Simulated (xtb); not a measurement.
C₇H₇O (SMILES Cc1ccc([O])cc1), doublet, geometry from GFN2-xTB; GFN0-xTB (xtb).

xtb was given this input:
```
$ xtb mol.xyz --gfn 0 --uhf 1 --etemp 5000 --json

# file mol.xyz
15

C     -2.77485450    -0.31397233    -0.09795376
C     -1.29792260    -0.13873099    -0.03622907
C     -0.45540720    -1.26271643     0.02356923
C      0.90039985    -1.13281791     0.06596932
C      1.53805169     0.17123047     0.05117137
O      2.76698655     0.30614444     0.08995023
C      0.63546333     1.30580553    -0.01312065
C     -0.71777593     1.13931539    -0.05441069
H     -3.10307357    -1.07229238     0.61135704
H     -3.06467633    -0.65514815    -1.09371576
H     -3.29368044     0.61901725     0.10676058
H     -0.90589933    -2.24607811     0.03647089
H      1.54792454    -1.99548828     0.11300103
H      1.08227016     2.28858041    -0.02585172
H     -1.36648507     2.00357152    -0.10159847
```

What the program printed (banner, timings and long lists left out):

```
   ID    Z sym.   atoms
    1    6 C      1-5, 7, 8
    2    8 O      6
    3    1 H      9-15

           -------------------------------------------------
          |                Calculation Setup                |
           -------------------------------------------------

           -------------------------------------------------
          |                 G F N 0 - x T B                 |
           -------------------------------------------------

          ...................................................
          :                      SETUP                      :
          :.................................................:
          :  # basis functions                  46          :
          :  # atomic orbitals                  46          :
          :  # shells                           30          :
          :  # electrons                        41          :
          :  electronic temp.         5000.0000000     K    :
          :  accuracy                    1.0000000          :
          :  -> integral cutoff          0.2500000E+02      :
          :  -> integral neglect         0.1000000E-07      :
          ...................................................

         :::::::::::::::::::::::::::::::::::::::::::::::::::::
         ::                     SUMMARY                     ::
         :::::::::::::::::::::::::::::::::::::::::::::::::::::
         :: total energy             -21.879973548609 Eh    ::
         :: gradient norm              0.028654388751 Eh/a0 ::
         :: HOMO-LUMO gap              3.326086478638 eV    ::
         ::.................................................::
         :: H0 energy                -22.167035050783 Eh    ::
         :: repulsion energy           0.358374452098 Eh    ::
         :: electrostat energy        -0.053103012818 Eh    ::
         :: -> Gsolv                   0.000000000000 Eh    ::
         ::    -> Gsasa                0.000000000000 Eh    ::
         ::    -> Gshift               0.000000000000 Eh    ::
         :: dispersion energy         -0.005323308792 Eh    ::
         :: short-range corr.         -0.012886628314 Eh    ::
         :: add. restraining           0.000000000000 Eh    ::
         :: total charge              -0.000000000000 e     ::
         :::::::::::::::::::::::::::::::::::::::::::::::::::::

           -------------------------------------------------
          |                Property Printout                |
           -------------------------------------------------

    * Orbital Energies and Occupations

         #    Occupation            Energy/Eh            Energy/eV
      -------------------------------------------------------------
         1        2.0000           -0.6845383             -18.6272
       ...           ...                  ...                  ...
         9        1.9999           -0.5464065             -14.8685
        10        1.9999           -0.5418427             -14.7443
        11        1.9999           -0.5358012             -14.5799
        12        1.9998           -0.5276143             -14.3571
        13        1.9995           -0.5125728             -13.9478
        14        1.9994           -0.5088862             -13.8475
        15        1.9988           -0.4992451             -13.5851
        16        1.9943           -0.4744151             -12.9095
        17        1.9927           -0.4703435             -12.7987
        18        1.9901           -0.4655387             -12.6680
        19        1.9508           -0.4394998             -11.9594
        20        1.6848           -0.4051083             -11.0236
        21        1.3612           -0.3848023             -10.4710 (HOMO)
        22        0.0201           -0.2625709              -7.1449 (LUMO)
        23        0.0088           -0.2492487              -6.7824
        24        0.0000           -0.1458885              -3.9698
        25        0.0000           -0.1392365              -3.7888
        26        0.0000           -0.1236053              -3.3635
        27        0.0000           -0.1134447              -3.0870
        28        0.0000           -0.1112191              -3.0264
        29        0.0000           -0.1076439              -2.9291
        30        0.0000           -0.0861540              -2.3444
        31        0.0000           -0.0728231              -1.9816
        32                          0.0545123               1.4834
       ...                                ...                  ...
        46                          0.6223244              16.9343
      -------------------------------------------------------------
                  HL-Gap            0.1222314 Eh            3.3261 eV
             Fermi-level            0.0000000 Eh            0.0000 eV

     #   Z          covCN         q      C6AA      α(0)
     1   6 C        3.758    -0.386    32.306     8.201
     2   6 C        2.965     0.098    27.221     8.531
     3   6 C        2.910    -0.121    32.745     9.354
     4   6 C        2.908    -0.191    34.806     9.643
     5   6 C        2.829     0.472    20.236     7.348
     6   8 O        0.858    -0.526    24.292     6.613
     7   6 C        2.908    -0.192    34.814     9.644
     8   6 C        2.910    -0.119    32.698     9.347
     9   1 H        0.925     0.140     1.460     1.889
    10   1 H        0.924     0.141     1.451     1.884
    11   1 H        0.925     0.139     1.467     1.894
    12   1 H        0.925     0.116     1.646     2.006
    13   1 H        0.926     0.157     1.348     1.815
    14   1 H        0.926     0.157     1.347     1.815
    15   1 H        0.925     0.115     1.654     2.011

 Mol. C6AA /au·bohr⁶  :       2703.208499
 Mol. C8AA /au·bohr⁸  :      67148.385002
 Mol. α(0) /au        :         81.995949

Wiberg/Mayer (AO) data.
largest (>0.10) Wiberg bond orders for each atom

 ---------------------------------------------------------------------------
     #   Z sym  total        # sym  WBO       # sym  WBO       # sym  WBO
 ---------------------------------------------------------------------------
     1   6 C    3.972 --     2 C    1.030    11 H    0.978     9 H    0.970
                            10 H    0.959
     2   6 C    3.812 --     8 C    1.332     3 C    1.323     1 C    1.030
     3   6 C    3.934 --     4 C    1.531     2 C    1.323    12 H    0.965
     4   6 C    3.803 --     3 C    1.531     5 C    1.141    13 H    0.967
     5   6 C    3.875 --     6 O    1.516     7 C    1.143     4 C    1.141
     6   8 O    1.708 --     5 C    1.516
     7   6 C    3.799 --     8 C    1.523     5 C    1.143    14 H    0.967
     8   6 C    3.935 --     7 C    1.523     2 C    1.332    15 H    0.964
     9   1 H    0.977 --     1 C    0.970
    10   1 H    0.978 --     1 C    0.959
    11   1 H    0.977 --     1 C    0.978
    12   1 H    0.975 --     3 C    0.965
    13   1 H    0.983 --     4 C    0.967
    14   1 H    0.983 --     7 C    0.967
    15   1 H    0.975 --     8 C    0.964
 ---------------------------------------------------------------------------

Topologies differ in total number of bonds
Writing topology from bond orders to xtbtopo.mol

 dipole moment from electron density (au)
     X       Y       Z
  -1.5351  -0.1883  -0.0677  total (Debye):    3.935

           -------------------------------------------------
          | TOTAL ENERGY              -21.879973548609 Eh   |
          | GRADIENT NORM               0.028654388751 Eh/α |
          | HOMO-LUMO GAP               3.326086478638 eV   |
           -------------------------------------------------

normal termination of xtb
```
